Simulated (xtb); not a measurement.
xtb input:

```bash
xtb mol.xyz --gfn 2 --ohess tight --chrg 1 --uhf 0
```
mol.xyz:
```
6

B     -0.54469548     0.22246902    -0.06092557
F     -1.11965978     1.52906113     0.03183199
F     -1.44850689    -0.87717783    -0.57986408
O      0.79014642    -0.08463404     0.25226355
H      1.27742885     0.09767534    -0.52121758
H      1.00018347    -0.88784000     0.87638200
```

Q: Which total energy does the run end on?

A: -15.40226 Eh (GFN2-xTB).

It need not be the lowest isomer of its formula.
